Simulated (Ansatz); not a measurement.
`C/C=C(\F)[SeH]`, relaxed with RKS PBE0-D4/def2-TZVP in the Gaussian-basis code of Ansatz from a PBE-D4/def2-SVP geometry. The force threshold is 0.005 eV/Å; the program also tests the step.

The species carries charge 0 and has multiplicity 1.

Start:

```xyz
10

C     1.584    0.052   -0.049
C     0.163    0.228   -0.513
C    -0.898   -0.245    0.169
F    -0.729   -0.862    1.358
Se   -2.691   -0.253   -0.498
H     1.733    0.457    0.974
H     1.871   -1.021   -0.008
H     2.293    0.566   -0.724
H    -0.047    0.760   -1.452
H    -3.278    0.320    0.745
```

**Question.** By how much does the energy fall, and how many steps does the optimiser take? (Estimate.)

**Answer.** The calculation gave: 0.09 eV, in 28 steps, 4 of them rejected.

**Question.** Which bonds change most? (Estimate.)

**Answer.** Ansatz gave: C2–C3 from 1.347 to 1.325 Å; C1–H6 from 1.110 to 1.089 Å; Se5–H10 from 1.489 to 1.472 Å; C1–H7 from 1.111 to 1.094 Å.

**Question.** Give the relaxed structure. (Estimate.)

**Answer.** Computed: 
```xyz
10

C     1.574    0.028   -0.059
C     0.158    0.041   -0.518
C    -0.890   -0.203    0.256
F    -0.745   -0.442    1.567
Se   -2.668   -0.385   -0.379
H     1.654   -0.230    0.996
H     2.159   -0.694   -0.638
H     2.038    1.007   -0.211
H    -0.051    0.263   -1.557
H    -3.228    0.616    0.543
```
